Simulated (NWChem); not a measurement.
System: Ge₃H₇, doublet; SMILES [GeH3][GeH][GeH3]

All runs: NWChem. Pople sets run with spherical d functions. Spin-unrestricted. The geometry was optimised at PBE0/def2-SVP, spin-unrestricted. No frequency run checked for a minimum. No stability test was run on the SCF state. Total energies compare along this basis series because the functional is fixed.

| level | basis functions | energy (Ha) | highest occupied level (eV) | lowest empty minus highest occupied level, either spin (eV) | dipole (D) | <S²> |
|---|---|---|---|---|---|---|
| TPSS/3-21G | 80 | -6204.7955 | -5.09 | 1.51 | 0.15 | 0.753 |
| TPSS/6-31G* | 110 | -6234.2611 | -5.05 | 1.43 | 0.15 | 0.753 |
| TPSS/6-311G** | 174 | -6235.0072 | [?] | 1.39 | [?] | 0.753 |

Q: Fill in the missing entries.

A: 
- TPSS/6-311G**, highest occupied level (eV): -5.14
- TPSS/6-311G**, dipole (D): 0.05
